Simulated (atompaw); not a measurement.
## An all-electron radial function and its pseudo partner (indium)

Columns: radius, all-electron u(r) and pseudo u(r) of the 4p shell (level -79.81 eV) of indium in the configuration [Ar] 3d10 4s2 4p6 4d10 5s1 5p2; PBE, scalar-relativistic, PAW (atompaw) scheme, atompaw 4.2.0.5.

| r (bohr) | all-electron | pseudo |
| --- | --- | --- |
| 0.065 | 0.4316 | 0.0130 |
| 0.131 | 0.0134 | 0.0522 |
| 0.196 | -0.4980 | 0.1143 |
| 0.262 | -0.6543 | 0.1976 |
| 0.327 | -0.4856 | 0.2952 |
| 0.392 | -0.1493 | 0.4030 |
| 0.458 | 0.2329 | 0.5168 |
| 0.523 | 0.5722 | 0.6274 |
| 0.588 | 0.8401 | 0.7306 |
| 0.654 | 1.0302 | 0.8225 |
| 0.719 | 1.1420 | 0.8959 |
| 0.785 | 1.1915 | 0.9498 |
| 0.850 | 1.1911 | 0.9806 |
| 0.915 | 1.1556 | 0.9887 |
| 0.981 | 1.0952 | 0.9746 |
| 1.046 | 1.0209 | 0.9411 |
| 1.112 | 0.9378 | 0.8905 |
| 1.177 | 0.8533 | 0.8284 |
| 1.242 | 0.7699 | 0.7588 |
| 1.308 | 0.6885 | 0.6847 |
| 1.373 | 0.6132 | 0.6123 |
| 1.438 | 0.5435 | 0.5434 |
| 1.504 | 0.4789 | 0.4789 |
| 1.569 | 0.4213 | 0.4213 |
| 1.635 | 0.3688 | 0.3688 |
| 1.700 | 0.3227 | 0.3227 |

(1) How many radial nodes do the two functions have?

(2) At about which radius was the pseudo-wave matched?

(3) Is the pseudo-wave norm-conserving?

Results:

(1) The all-electron 4p function has n − l − 1 = 2; the pseudo-wave has 0, since the states of the same l below it are removed with the core.

(2) 1.55 bohr. The columns agree to 0.0005 from 1.44 bohr on; several derivatives are matched, so the curves merge somewhat inside the radius.

(3) No, it belongs to a PAW set: the norm inside the radius is not constrained, and the difference is carried by the augmentation charge.
